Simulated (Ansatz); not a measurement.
Isolated molecules relaxed with PBE0-D4/def2-TZVP in Ansatz; ΔE leaves out vibrations. CCSD(T)/CBS adds triple-zeta CCSD(T) − MP2 to the extrapolated MP2 energy (def2 sets, frozen cores). This one scheme is used for every species. DFT in def2-TZVPP. Elements past krypton have def2 core potentials. For Sn outer-core shells are correlated without core-valence functions, which leaves a few kJ/mol of doubt a bond. Each species was taken in one conformer, which may not be the lowest.

Consider the formal loss of a carbene: `FC[CH](F)[SnH3]` → `F[CH2][SnH3]` + `[CH]F`.

`FC[CH](F)[SnH3]`:

Z-matrix (Å, degrees):
```
C
C 1 1.494
F 1 1.384 2 111.3
H 1 1.096 2 109.8 3 -119.3
H 1 1.094 2 110.8 3 119.8
Sn 2 2.185 1 112.2 3 170.9
F 2 1.389 1 110.1 3 -68.5
H 2 1.095 1 109.8 3 49.5
H 6 1.701 2 107.7 1 171.0
H 6 1.705 2 108.8 1 50.8
H 6 1.708 2 109.0 1 -69.0
```

`F[CH2][SnH3]`:

```xyz
8

F     0.662   -0.764    1.787
C     0.293   -0.994    0.470
Sn   -0.277    0.871   -0.479
H    -0.541   -1.700    0.465
H     1.140   -1.448   -0.051
H     1.045    1.946   -0.453
H    -0.723    0.541   -2.096
H    -1.600    1.548    0.356
```

`[CH]F`:

```xyz
3

C     0.220   -0.282    0.363
F    -0.694    0.643    0.368
H     0.475   -0.362   -0.731
```

```tsv
species	B2PLYP energy (Eh)
`FC[CH](F)[SnH3]`	-493.48708
`F[CH2][SnH3]`	-354.96394
`[CH]F`	-138.37873
```

Question: Work out ΔE.

Answer: ΔE = (-354.96394) + (-138.37873) − (-493.48708) = 0.14441 Eh = +90.6 kcal/mol. CCSD(T)/CBS gives +91.5 kcal/mol.

Largest T1 diagnostic among the species: 0.018.

From PBE to PBE0 (25 % exact exchange), in def2-TZVPP and without D4, ΔE moves by +2.0 kcal/mol. In def2-TZVPP, CCSD(T) changes the Hartree–Fock value by +10.4 kcal/mol (the triples alone add +0.8 kcal/mol) and MP2 by +17.1 kcal/mol.
